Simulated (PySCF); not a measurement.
The 39-electron isoelectronic series, spin-free X2C

All values are computed (PySCF 2.14, energy differences of UHF-based or UKS calculations, no spin-orbit coupling). Each ion has its own even-tempered basis scaled to its charge (22s16p11d5f4g for the first); frozen: [Ar] 3d10. Ionisation energies in eV.

```tsv
ion	configuration	UHF	MP2 (outer shells)	NIST (with spin-orbit, Breit and QED)
Pd⁷⁺	[Kr] 4d3 (4F)	120.33	121.16	120 ± 2.1 (t)
Ag⁸⁺	[Kr] 4d3 (4F)	145.50	n/a	145.1 ± 2.2 (t)
Sn¹¹⁺	[Kr] 4d3 (4F)	232.13	232.93	232 ± 2.5 (t)
Cs¹⁶⁺	[Kr] 4d3 (4F)	413.05	413.74	413 ± 3 (t)
Ba¹⁷⁺	[Kr] 4d3 (4F)	454.59	455.25	455 ± 3 (t)
Ce¹⁹⁺	[Kr] 4d3 (4F)	542.93	543.52	543 ± 4 (t)
Gd²⁵⁺	[Kr] 4d3 (4F)	849.72	850.13	851 ± 4 (t)
Tb²⁶⁺	[Kr] 4d3 (4F)	906.89	907.30	909 ± 4 (t)
Dy²⁷⁺	[Kr] 4d3 (4F)	965.89	966.22	969 ± 4 (t)
Er²⁹⁺	[Kr] 4d3 (4F)	1089.2	1089.4	1092 ± 4 (t)
```

Each ion has its own basis, which adds noise of up to about 0.1 % along the series.

NIST values marked (s) are semi-empirical, (t) theoretical. Open shells are high-spin determinants of the terms that Hund's rules give; for the heavier ions, far from LS coupling, these are not the ground levels.

Spin-orbit coupling of the open shells is absent from the calculated values and included in NIST's; it grows fast with Z.
